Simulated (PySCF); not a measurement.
# [Hf(F)4] (charge 0, multiplicity 1)

Calculation: TPSSh-D3(BJ)/def2-TZVP // PBE-D3(BJ)/def2-SVP in PySCF.

```yaml
HOMO: -11.01 eV
dipole_moment: 0.000 e·Å
LUMO: -1.21 eV
HOMO–LUMO gap: 9.80 eV
charge on the central atom (Mulliken): 1.70 e
total_energy: -12188.12 eV
cost: about 120 core-seconds (a rough figure)
```

Bonds (Å): Hf1–F2 1.915, Hf1–F3 1.915, Hf1–F4 1.915, Hf1–F5 1.915. Angles (°): F2–Hf1–F3 109.5, F2–Hf1–F4 109.5, F2–Hf1–F5 109.5, F3–Hf1–F4 109.5, F3–Hf1–F5 109.5, F4–Hf1–F5 109.5.
Charge 0, spin multiplicity 1.
